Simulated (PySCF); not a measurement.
Ga(CF3)(H)2 (CH2F3Ga), SMILES F[C](F)(F)[GaH2].

The structure is a stationary point at PBE0-D3(BJ)/def2-SVP. The structure was generated by enumeration; whether it is a known compound was not checked.

Two levels are set side by side: TDDFT-PBE/def2-SVPD (PySCF) and TDDFT-LC-ωPBE/def2-SVPD (PySCF). Vertical, same geometry. The lowest singlet is HOMO→LUMO 100 % with PBE and HOMO→LUMO 96 % with the other functional; states are paired by order. Differences are taken from unrounded values.

```
quantity                               TDDFT-PBE
-------------------------------------  ---------
lowest singlet excitation (eV)              4.34
lowest triplet excitation (TDA) (eV)        3.97
first bright state (f over 0.05) (eV)       7.13
its oscillator strength                     0.05
```

**Question.** These are the TDDFT-PBE values. What does TDDFT-LC-ωPBE give? (Estimate from the structure and the level; the computed values follow.)

**Answer.** 
```csv
quantity,TDDFT-LC-ωPBE,TDDFT-PBE minus TDDFT-LC-ωPBE
lowest singlet excitation (eV),5.48,-1.14
lowest triplet excitation (TDA) (eV),4.96,-0.99
first bright state (f over 0.05) (eV),8.90,-1.78
its oscillator strength,0.09,-0.04
```

Functionals without exact exchange tend to place singlet excitations lower, as here. Differences between two approximate levels are no errors against the true value.

Rough cost on one machine, each run with all the roots and properties that it gave: TDDFT-LC-ωPBE against TDDFT-PBE about 5 times.
